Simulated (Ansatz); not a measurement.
# Ligand exchange: W(CH3)2O2 + CH5BO3 → W(CH3)(OH)O2 + C2H7BO2

Species: W(CH3)2O2, singlet; CH5BO3 `COB(O)O`, singlet; W(CH3)(OH)O2, singlet; C2H7BO2 `COB(C)O`, singlet. The partners trade CH3 for OH: W–CH3 and B–OH bonds give way to W–OH and B–CH3.

Shapes, held fixed at every level: PBE0-D4/def2-TZVP. Flexible molecules stand in one conformer, not always the lowest. Programs: Ansatz 0.2.0. The zero-point and thermal change to 298 K, harmonic and unscaled (PBE0-D4/def2-TZVP), is +0.3 kJ/mol.

```
                level                   kind  ΔH(298 K) (kJ/mol)  less CCSD(T)/def2-TZVPP
   PBE0-D4/def2-TZVPP          global hybrid                -6.3                     -3.8
r2SCAN0-D4/def2-TZVPP          global hybrid                -3.8                     -1.3
       MP2/def2-TZVPP    perturbation theory                -1.9                     +0.6
     CCSD(T)/def2-SVP  coupled cluster or CI                -0.5                     +2.0
        CCSD/def2-SVP  coupled cluster or CI                +1.4                     +3.9
      CCSD/def2-TZVPP  coupled cluster or CI                -1.0                     +1.5
   CCSD(T)/def2-TZVPP  coupled cluster or CI                -2.5                      0.0
```

The highest level, CCSD(T)/def2-TZVPP, gives ΔH(298 K) = -2.5 kJ/mol; the levels span -6.3 to +1.4. That is about zero within the method's error. They disagree on the sign: 1 of 7 are positive. The column of differences is taken from that level and isn't an error. No measured value is set beside it here. For atoms past krypton def2 sets carry core potentials with scalar relativity. Outer-core shells of W are correlated, in sets that cover them unevenly.
